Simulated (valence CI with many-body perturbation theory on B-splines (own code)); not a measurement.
Results of a calculation; reference values are marked as such.
Energy levels of Tl

Method: configuration interaction combined with many-body perturbation theory (CI+MBPT): three valence electrons over a frozen Dirac-Fock core [Xe] 4f14 5d10, radial functions for each j: 9 s, 9 p, 8 d, 6 f, 3 g, 1 h, with the one-electron correlation potential Σ1 (screened to all orders), the two-electron term Σ2, the three-electron term Σ3, Breit, model QED; selected single and double excitations, second order for the rest, scaled by the run's own slope (own B-spline code, finite nucleus).

Set against measurement, 11 paired levels are off by 215 cm⁻¹ on average, the worst by 347. These come from a selection out of the NIST Handbook of Basic Atomic Spectroscopic Data. Levels without a partner in it may be off by more.

Levels 1 to 17 of 17, with energies above the lowest level, 6s2 6p 2P°_1/2. "Leading %" is the weight of the configuration and term that name the level; weights of strongly mixed levels are sums over their largest components and can fall short, so below about 35 % the name and the second component can differ from the true leading terms, or belong to a minority configuration. In the jj column 3d3/2^4 stands for four electrons in 3d with j = 3/2.

| No. | Configuration | Term | J | E (eV) | Leading % | g | Leading jj |
| --- | --- | --- | --- | --- | --- | --- | --- |
| 1 | 6s2 6p | 2P° | 1/2 | 0.0000 | 96 | 0.666 | 6s^2 6p1/2 (96 %) |
| 2 | 6s2 6p | 2P° | 3/2 | 0.9849 | 96 | 1.334 | 6s^2 6p3/2 (96 %) |
| 3 | 6s2 7s | 2S | 1/2 | 3.282 | 94 | 2.002 | 6s^2 7s (94 %) |
| 4 | 6s2 7p | 2P° | 1/2 | 4.213 | 94 | 0.666 | 6s^2 7p1/2 (94 %) |
| 5 | 6s2 7p | 2P° | 3/2 | 4.337 | 94 | 1.334 | 6s^2 7p3/2 (94 %) |
| 6 | 6s2 6d | 2D | 3/2 | 4.457 | 93 | 0.800 | 6s^2 6d3/2 (93 %) |
| 7 | 6s2 6d | 2D | 5/2 | 4.466 | 93 | 1.201 | 6s^2 6d5/2 (93 %) |
| 8 | 6s2 8s | 2S | 1/2 | 4.763 | 94 | 2.002 | 6s^2 8s (94 %) |
| 9 | 6s2 8p | 2P° | 1/2 | 5.087 | 94 | 0.666 | 6s^2 8p1/2 (94 %) |
| 10 | 6s2 8p | 2P° | 3/2 | 5.132 | 94 | 1.334 | 6s^2 8p3/2 (94 %) |
| 11 | 6s2 7d | 2D | 3/2 | 5.179 | 93 | 0.800 | 6s^2 7d3/2 (93 %) |
| 12 | 6s2 7d | 2D | 5/2 | 5.184 | 92 | 1.201 | 6s^2 7d5/2 (92 %) |
| 13 | 5f 6s2 | 2F° | 7/2 | 5.217 | 95 | 1.143 | 5f7/2 6s^2 (95 %) |
| 14 | 5f 6s2 | 2F° | 5/2 | 5.217 | 95 | 0.857 | 5f5/2 6s^2 (95 %) |
| 15 | 6s2 9s | 2S | 1/2 | 5.313 | 94 | 2.002 | 6s^2 9s (94 %) |
| 16 | 6s2 9p | 2P° | 1/2 | 5.464 | 94 | 0.666 | 6s^2 9p1/2 (94 %) |
| 17 | 6s2 9p | 2P° | 3/2 | 5.486 | 94 | 1.334 | 6s^2 9p3/2 (94 %) |

The ionisation energy to 6s2 1S_0 of the next ion comes out as 6.0749 eV (NIST: 6.10829 eV (measured), further off than twice its uncertainty). All 17 levels together are meant to be complete up to 5.489 eV.
